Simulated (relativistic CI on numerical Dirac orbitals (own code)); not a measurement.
## Bi7+: computed level list

Computed by Dirac-Coulomb-Breit CI, separate exchange-only KLI orbitals for each configuration, a model potential for QED, unscaled Slater integrals (own radial code, finite nucleus).

Configuration list (outside the closed core [Kr] 4d10 4f14): 5s²5p⁶5d⁸, 5s²5p⁶5d⁷6s, 5s²5p⁶5d⁷5f, 5s²5p⁶5d⁷6p, 5s²5p⁵5d⁹, 5s²5p⁶5d⁶6s6p, 5s²5p⁶5d⁷5g, 5s²5p⁶5d⁶5f6s, 5s²5p⁶5d⁷6d, 5s²5p⁶5d⁷7s, 5s²5p⁶5d⁷7p, 5s5p⁶5d⁹, 5s²5p⁶5d⁷6f, 5s²5p⁶5d⁷8p, 5s²5p⁵5d⁸5g, 5s²5p⁶5d⁷7f, 5s²5p⁶5d⁶5g6p, 5p⁶5d¹⁰, 5p⁶5d⁹5f, 5s²5p⁶5d⁶6s², 5s²5p⁶5d⁵5f6s², 5s²5p⁶5d⁵6s²6p, 5s²5p⁶5d⁵5g6s², 5s²5p⁶5d⁵6s²6d, 5p⁶5d⁹5g, 5p⁵5d¹⁰5g. Double excitations out of closed p, d and f shells are left out; levels of such configurations are missing from the list, as are those of other unlisted configurations, and high levels can miss mixing partners.

The lowest level is 5s²5p⁶5d⁸ ³F4, with 94 % of that term; Hund's rules for 5s²5p⁶5d⁸ give ³F with J = 4, in agreement.

| No. | Configuration | Term | J | E (eV) | % | Landé g | jj configuration (%) |
| --- | --- | --- | --- | --- | --- | --- | --- |
| 1 | 5s²5p⁶5d⁸ | ³F | 4 | 0.0000 | 94 | 1.235 | 5d5/2^4 (95) |
| 2 | 5s²5p⁶5d⁸ | ¹D | 2 | 1.3901 | 50 | 1.112 | 5d5/2^4 (97) |
| 3 | 5s²5p⁶5d⁸ | ³F | 3 | 2.9271 | 100 | 1.083 | 5d3/2^3 5d5/2^5 (100) |
| 4 | 5s²5p⁶5d⁸ | ³P | 0 | 3.8875 | 76 |  | 5d5/2^4 (86) |
| 5 | 5s²5p⁶5d⁸ | ³P | 2 | 4.2492 | 52 | 1.112 | 5d3/2^3 5d5/2^5 (89) |
| 6 | 5s²5p⁶5d⁸ | ³P | 1 | 5.0224 | 100 | 1.500 | 5d3/2^3 5d5/2^5 (100) |
| 7 | 5s²5p⁶5d⁸ | ¹G | 4 | 5.5490 | 94 | 1.014 | 5d3/2^3 5d5/2^5 (95) |
| 8 | 5s²5p⁶5d⁸ | ¹D | 2 | 7.0670 | 46 | 0.941 | 5d3/2^2 5d5/2^6 (91) |
| 9 | 5s²5p⁶5d⁸ | ¹S | 0 | 11.5197 | 76 |  | 5d3/2^2 5d5/2^6 (86) |
| 10 | 5d⁷(4F)6s | ⁵F | 5 | 25.3351 | 82 | 1.361 | 5d5/2^3 6s (87) |
| 11 | 5d⁷(4F)6s | ⁵F | 4 | 26.7108 | 49 | 1.243 | 5d5/2^3 6s (75) |
| 12 | 5d⁷(2P)6s | ³P | 2 | 27.8817 | 42 | 1.425 | 5d5/2^3 6s (89) |
| 13 | 5d⁷(4F)6s | ⁵F | 3 | 27.9938 | 50 | 1.345 | 5d5/2^3 6s (60) |
| 14 | 5d⁷(2D)6s | ³D | 1 | 28.2473 | 31 | 0.732 | 5d5/2^3 6s (79) |
| 15 | 5d⁷(4F)6s | ⁵F | 2 | 28.6541 | 41 | 1.195 | 5d5/2^3 6s (56) |
| 16 | 5d⁷(4F)6s | ⁵F | 4 | 28.7749 | 47 | 1.250 | 5d3/2^3 5d5/2^4 6s (73) |
| 17 | 5d⁷(4P)6s | ⁵P | 3 | 29.1804 | 45 | 1.398 | 5d3/2^3 5d5/2^4 6s (74) |
| 18 | 5d⁷(4P)6s | ⁵P | 1 | 30.0089 | 36 | 1.314 | 5d3/2^3 5d5/2^4 6s (82) |
| 19 | 5d⁷(2G)6s | ³G | 5 | 30.2082 | 54 | 1.181 | 5d3/2^3 5d5/2^4 6s (83) |
| 20 | 5d⁷(4F)6s | ³F | 3 | 30.4755 | 50 | 1.245 | 5d3/2^3 5d5/2^4 6s (94) |
| 21 | 5d⁷(4F)6s | ³F | 2 | 30.8179 | 39 | 1.064 | 5d3/2^3 5d5/2^4 6s (78) |
| 22 | 5d⁷(2H)6s | ³H | 4 | 30.8554 | 32 | 1.028 | 5d3/2^3 5d5/2^4 6s (96) |
| 23 | 5d⁷(4P)6s | ⁵P | 1 | 31.2754 | 31 | 1.471 | 5d3/2^3 5d5/2^4 6s (76) |
| 24 | 5d⁷(4P)6s | ³P | 2 | 31.3255 | 53 | 1.376 | 5d3/2^3 5d5/2^4 6s (55) |
| 25 | 5d⁷(2H)6s | ³H | 6 | 31.4511 | 100 | 1.166 | 5d3/2^3 5d5/2^4 6s (100) |
| 26 | 5d⁷(2P)6s | ³P | 0 | 31.8743 | 100 |  | 5d3/2^3 5d5/2^4 6s (98) |
| 27 | 5d⁷(2G)6s | ³G | 3 | 32.1292 | 70 | 0.858 | 5d3/2^3 5d5/2^4 6s (75) |
| 28 | 5d⁷(2H)6s | ³H | 5 | 32.1442 | 51 | 1.029 | 5d3/2^3 5d5/2^4 6s (94) |
| 29 | 5d⁷(2G)6s | ¹G | 4 | 32.3791 | 34 | 1.072 | 5d3/2^3 5d5/2^4 6s (85) |
| 30 | 5d⁷(2D)6s | ³D | 3 | 33.4514 | 52 | 1.259 | 5d3/2^2 5d5/2^5 6s (83) |
| 31 | 5d⁷(2F)6s | ³F | 2 | 33.5460 | 31 | 1.087 | 5d3/2^3 5d5/2^4 6s (51) |
| 32 | 5d⁷(2F)6s | ³F | 2 | 33.5909 | 61 | 0.936 | 5d3/2^3 5d5/2^4 6s (66) |
| 33 | 5d⁷(4P)6s | ³P | 1 | 33.6878 | 52 | 1.219 | 5d3/2^2 5d5/2^5 6s (69) |
| 34 | 5d⁷(2F)6s | ³F | 3 | 33.7396 | 57 | 1.101 | 5d3/2^3 5d5/2^4 6s (78) |
| 35 | 5d⁷(4F)6s | ³F | 2 | 34.1265 | 30 | 1.126 | 5d3/2^2 5d5/2^5 6s (89) |
| 36 | 5d⁷(2P)6s | ³P | 1 | 34.6896 | 49 | 1.301 | 5d3/2^2 5d5/2^5 6s (71) |
| 37 | 5d⁷(2H)6s | ³H | 4 | 34.7462 | 53 | 0.934 | 5d3/2^2 5d5/2^5 6s (94) |
| 38 | 5d⁷(2H)6s | ¹H | 5 | 34.9143 | 51 | 1.061 | 5d3/2^2 5d5/2^5 6s (90) |
| 39 | 5d⁷(4P)6s | ³P | 0 | 35.3373 | 99 |  | 5d3/2^2 5d5/2^5 6s (98) |
| 40 | 5d⁷(2F)6s | ³F | 4 | 35.6683 | 66 | 1.170 | 5d3/2^2 5d5/2^5 6s (84) |
| 41 | 5d⁷(2D)6s | ³D | 2 | 35.9843 | 41 | 1.144 | 5d3/2^3 5d5/2^4 6s (71) |
| 42 | 5d⁷(2D)6s | ³D | 1 | 36.0325 | 53 | 0.818 | 5d3/2^3 5d5/2^4 6s (61) |
| 43 | 5d⁷(2F)6s | ¹F | 3 | 36.1990 | 60 | 0.994 | 5d3/2^2 5d5/2^5 6s (69) |
| 44 | 5d⁷(4F)6p | ⁵D° | 4 | 38.6475 | 39 | 1.339 | 5d5/2^3 6p1/2 (90) |
| 45 | 5d⁷(2D)6s | ³D | 1 | 38.9333 | 71 | 0.640 | 5d3/2 5d5/2^6 6s (73) |
| 46 | 5d⁷(4F)6p | ³G° | 5 | 38.9722 | 37 | 1.230 | 5d5/2^3 6p1/2 (88) |
| 47 | 5d⁷(2D)6s | ³D | 2 | 39.0705 | 61 | 1.130 | 5d3/2 5d5/2^6 6s (61) |
| 48 | 5d⁷(2D)6s | ³D | 3 | 39.1835 | 81 | 1.297 | 5d3/2^2 5d5/2^5 6s (91) |
| 49 | 5d⁷(2D)6s | ¹D | 2 | 40.0626 | 76 | 1.013 | 5d3/2^2 5d5/2^5 6s (71) |
| 50 | 5d⁷(2P)6p | ³P° | 1 | 40.6487 | 30 | 1.277 | 5d5/2^3 6p1/2 (91) |
| 51 | 5d⁷(2P)6p | ³D° | 2 | 40.7602 | 26 | 1.118 | 5d5/2^3 6p1/2 (91) |
| 52 | 5d⁷(2D)6p | ³D° | 2 | 41.0982 | 32 | 1.306 | 5d5/2^3 6p1/2 (77) |
| 53 | 5d⁷(2D)6p | ³F° | 3 | 41.2260 | 24 | 1.182 | 5d5/2^3 6p1/2 (73) |
| 54 | 5d⁷(4F)6p | ⁵F° | 3 | 41.4943 | 41 | 1.243 | 5d3/2^3 5d5/2^4 6p1/2 (89) |
| 55 | 5d⁷(4F)6p | ⁵G° | 4 | 41.7236 | 43 | 1.152 | 5d3/2^3 5d5/2^4 6p1/2 (92) |
| 56 | 5d⁷(4P)6p | ⁵S° | 2 | 42.6867 | 32 | 1.537 | 5d3/2^3 5d5/2^4 6p1/2 (82) |
| 57 | 5d⁷(4F)6p | ⁵G° | 2 | 42.8860 | 30 | 0.903 | 5d3/2^3 5d5/2^4 6p1/2 (88) |
| 58 | 5d⁷(4F)6p | ³D° | 1 | 42.9806 | 38 | 0.824 | 5d3/2^3 5d5/2^4 6p1/2 (90) |
| 59 | 5d⁷(2G)6p | ³H° | 5 | 43.1888 | 27 | 1.055 | 5d3/2^3 5d5/2^4 6p1/2 (79) |
| 60 | 5d⁷(4P)6p | ⁵D° | 0 | 43.2851 | 59 |  | 5d3/2^3 5d5/2^4 6p1/2 (86) |
| 61 | 5d⁷(4F)6p | ⁵D° | 4 | 43.3312 | 25 | 1.157 | 5d3/2^3 5d5/2^4 6p1/2 (80) |
| 62 | 5d⁷(4P)6p | ³D° | 3 | 43.6005 | 27 | 1.252 | 5d3/2^3 5d5/2^4 6p1/2 (77) |
| 63 | 5d⁷(4F)6p | ⁵G° | 6 | 44.0300 | 72 | 1.279 | 5d5/2^3 6p3/2 (87) |
| 64 | 5d⁷(2P)6p | ³D° | 1 | 44.1048 | 21 | 1.392 | 5d3/2^3 5d5/2^4 6p1/2 (85) |
| 65 | 5d⁷(4F)6p | ³G° | 5 | 44.1230 | 51 | 1.266 | 5d5/2^3 6p3/2 (72) |
| 66 | 5d⁷(2H)6p | ³I° | 6 | 44.4279 | 40 | 1.055 | 5d3/2^3 5d5/2^4 6p1/2 (94) |
| 67 | 5d⁷(2G)6p | ³H° | 4 | 44.7257 | 44 | 0.976 | 5d3/2^3 5d5/2^4 6p1/2 (71) |
| 68 | 5d⁷(2H)6p | ³G° | 5 | 44.8535 | 72 | 1.161 | 5d3/2^3 5d5/2^4 6p1/2 (87) |
| 69 | 5d⁷(2G)6p | ³F° | 3 | 44.9947 | 36 | 1.082 | 5d3/2^3 5d5/2^4 6p1/2 (52) |
| 70 | 5d⁷(4F)6p | ³F° | 4 | 45.0769 | 63 | 1.239 | 5d5/2^3 6p3/2 (66) |

Energies count from the lowest computed level; ° marks odd parity. Percentages are summed over parent terms; the parents shown are those of the largest component, closed shells are left out there. Filled j subshells are mostly left out of the jj labels.

The mean weight of the leading LS term, summed over parents, in these 70 levels is 53 %, and that of the leading jj configuration (from the same eigenvectors) 82 %, so jj coupling describes them better and the LS labels are nominal.

At this charge configurations can still be misplaced by up to about 7 % of their energy. Terms inside the open d or f shell come out 10 to 20 % too wide with unscaled integrals. Levels and lines within the n = 5 or 6 shells can be off by up to 10 % or somewhat more, and those that change n by about 2 %, since core polarisation is missing.

LS names give the leading component of a level, which can be under half, so a name can repeat, a term be missing and a line seem to break the LS rules.
